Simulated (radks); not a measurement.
Results of a calculation; reference values are marked as such.
Species: Mo2+. Configuration: [Kr] 4d4. Code: a radial shooting solver on a logarithmic mesh with Libxc functionals. Model: scalar-relativistic Kohn-Sham, MS2 meta-GGA, spin-polarised, spherical densities, finite nucleus; open shells are filled with parallel spins first (spin-orbit coupling, left out, can overturn this in heavy ions); meta-GGA in the generalised Kohn-Sham scheme; Fermi nuclear charge, rms radius 4.4091 fm.

Unscreened Slater integrals over Kohn-Sham orbitals (cm^-1). They are taken over the spin-up orbitals.

\begin{tabular}{lr}
integral & value \\ \hline
F0(4d,4d) & 116500 \\
F2(4d,4d) & 58325 \\
F4(4d,4d) & 37988 \\
F0(4d,4p) & 133400 \\
F2(4d,4p) & 64652 \\
G1(4d,4p) & 79845 \\
G3(4d,4p) & 48625 \\
F0(4d,4s) & 137760 \\
G2(4d,4s) & 56757 \\
F0(4d,3d) & 158340 \\
F2(4d,3d) & 27011 \\
F4(4d,3d) & 11402 \\
G0(4d,3d) & 8565.4 \\
G2(4d,3d) & 9561.7 \\
G4(4d,3d) & 7175.6 \\
F0(4p,4p) & 160390 \\
F2(4p,4p) & 84749 \\
F0(4p,4s) & 168270 \\
G1(4p,4s) & 114440 \\
F0(4p,3d) & 207590 \\
F2(4p,3d) & 47051 \\
G1(4p,3d) & 14874 \\
G3(4p,3d) & 14337 \\
F0(4s,4s) & 177610 \\
F0(4s,3d) & 226070 \\
G2(4s,3d) & 18060 \\
F0(3d,3d) & 481270 \\
F2(3d,3d) & 237120 \\
F4(3d,3d) & 150670 \\
\end{tabular}

Derived for the open shells (J is the average intra-shell exchange parameter used in DFT+U). 4d: Racah B = F2/49 - 5 F4/441 = 759.6 cm^-1, C = 35 F4/441 = 3015 cm^-1, C/B = 3.97, F4/F2 = 0.651, J = (F2 + F4)/14 = 6879 cm^-1.
